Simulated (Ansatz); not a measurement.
`C[S][Ge][F]` → `[CH2]` (triplet) + `[F][Ge][SH]` at 500 K and 1 bar (formal loss of a carbene).

Computed with Ansatz on PBE0-D4/def2-TZVP structures; ΔE is electronic, products minus reactants. CCSD(T)/CBS adds triple-zeta CCSD(T) − MP2 to the extrapolated MP2 energy (def2 sets, frozen cores). This one scheme is used for every species. Triplets are unrestricted, without spin–orbit coupling. For Ge outer-core shells are correlated without core-valence functions, which leaves a few kJ/mol of doubt a bond. Scalar relativity is left out up to krypton. One conformer a species, not always the lowest.

```json
{"species": "`C[S][Ge][F]`", "CCSD(T)/CBS energy (Eh)": "-2613.59497", "H − E (kJ/mol)": "145.0", "S (J/(mol·K))": "381.9"}
{"species": "`[CH2]` (triplet)", "CCSD(T)/CBS energy (Eh)": "-39.09499", "H − E (kJ/mol)": "62.7", "S (J/(mol·K))": "213.9"}
{"species": "`[F][Ge][SH]`", "CCSD(T)/CBS energy (Eh)": "-2574.33845", "H − E (kJ/mol)": "57.0", "S (J/(mol·K))": "329.6"}
```

H − E and S are ideal-gas, rigid-rotor, harmonic terms from PBE0-D4/def2-TZVP, for one conformer and one mirror image of each species, with the whole ground term of open shells counted as degenerate. 1 Eh = 2625.50 kJ/mol, R = 8.31446 J/(mol·K).

**Question.** By hand: ΔE, ΔH, ΔS and ΔG.

**Answer.** ΔE = (-39.09499) + (-2574.33845) − (-2613.59497) = 0.16153 Eh = 424.1 kJ/mol. Δ(H − E) = 62.7 + 57.0 − 145.0 = -25.3, so ΔH = 398.8 kJ/mol. ΔS = 213.9 + 329.6 − 381.9 = 161.6 J/(mol·K). ΔG = 398.8 − 500 × (161.6)/1000 = 318.0 kJ/mol.

**Question.** By hand: the equilibrium constant, and the temperature at which ΔG would vanish if ΔH and ΔS stayed fixed.

**Answer.** log₁₀ K = −ΔG/(RT ln 10) = -33.2. ΔG = 0 at ΔH/ΔS = 2468 K.

The number of gas molecules changes by +1, which sets the sign of ΔS. A doubt of 5 kJ/mol in ΔE shifts log₁₀ K by 0.5 here. Other conformers and mirror images would add mixing entropy, several J/(mol·K) or more a flexible species. A triplet takes part, so the spin changes. These are equilibria of isolated gas molecules and say nothing of rates. Largest T1 diagnostic: 0.015 (customary marks: 0.02 for closed shells, 0.045 for open ones).
